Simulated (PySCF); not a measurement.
chlorosilylboronic acid (BClH4O2Si), SMILES OB(O)[SiH2]Cl. Atoms are numbered in the order given.

```xyz
9

Si    -1.0000    -0.3663     0.0000
Cl     0.3908    -1.9537     0.0000
B      0.1696     1.3145     0.0000
O     -0.2962     2.5921     0.0000
O      1.5126     1.1483     0.0000
H     -1.8703    -0.5237    -1.2016
H     -1.8703    -0.5237     1.2016
H     -1.2552     2.6756     0.0000
H      1.7737     0.2157     0.0000
```
Charge 0, spin multiplicity 1.

Geometry: B3LYP-D3(BJ)/def2-SVP. The values are those of a single conformer.

Method: PBE/def2-TZVP (PySCF).

Symmetry labels are those of the subgroup Cs that the program uses (full group Cs).

Computed valence orbital energies around the gap with their symmetry:
```json
[
 {"orbital": "HOMO−7", "symmetry": "A'", "energy (eV)": "-10.02"},
 {"orbital": "HOMO−6", "symmetry": "A\"", "energy (eV)": "-9.89"},
 {"orbital": "HOMO−5", "symmetry": "A'", "energy (eV)": "-9.40"},
 {"orbital": "HOMO−4", "symmetry": "A\"", "energy (eV)": "-9.16"},
 {"orbital": "HOMO−3", "symmetry": "A'", "energy (eV)": "-8.26"},
 {"orbital": "HOMO−2", "symmetry": "A\"", "energy (eV)": "-8.02"},
 {"orbital": "HOMO−1", "symmetry": "A\"", "energy (eV)": "-7.70"},
 {"orbital": "HOMO", "symmetry": "A'", "energy (eV)": "-6.87"},
 {"orbital": "LUMO", "symmetry": "A'", "energy (eV)": "-1.51"},
 {"orbital": "LUMO+1", "symmetry": "A\"", "energy (eV)": "-1.44"},
 {"orbital": "LUMO+2", "symmetry": "A'", "energy (eV)": "-0.13"},
 {"orbital": "LUMO+3", "symmetry": "A'", "energy (eV)": "0.43"}
]
```
